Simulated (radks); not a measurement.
Fractional charge and spin in the 5s shell of tellurium: the spin-up occupation runs from 0 to 1 and the spin-down occupation from 0 to 1; the fullest corner is Te, [Kr] 4d10 5p(up 2, down 2) 5s(up 1, down 1). All-electron calculation, scalar-relativistic Kohn-Sham, PBE, spin-polarised, spherical densities, finite nucleus; Fermi nuclear charge, rms radius of each element as measured or else 0.836 A^(1/3) + 0.57 fm. Program: a radial shooting solver on a logarithmic mesh with Libxc functionals. Energy (eV) above the fullest corner. The planes named below are the two flat planes that join the four corners, with an edge along up + down = one added electron.

\begin{tabular}{lrrrrr}
down \ up & 0 & 0.25 & 0.5 & 0.75 & 1 \\ \hline
0 & 48.739 & 40.486 & 32.844 & 25.805 & 19.357 \\
0.25 & 40.486 & 32.900 & 25.914 & 19.517 & 13.697 \\
0.5 & 32.844 & 25.914 & 19.570 & 13.801 & 8.594 \\
0.75 & 25.805 & 19.517 & 13.801 & 8.645 & 4.034 \\
1 & 19.357 & 13.697 & 8.594 & 4.034 & 0.000 \\
\end{tabular}

Corners above the fullest one (they belong to Te+ and the next ion): (up 1, down 0) 19.357 eV, (up 0, down 1) 19.357 eV, (up 0, down 0) 48.739 eV. With half an added electron in each spin the energy lies 0.213 eV from the planes, and with half an added electron in spin up alone -1.203 eV. The planes are only a guide here: the flat-plane condition holds for ground states with one frontier orbital, while this shell lies below other occupied shells, so the corners above the fullest one are inner-hole states and not the ground states of those ions.
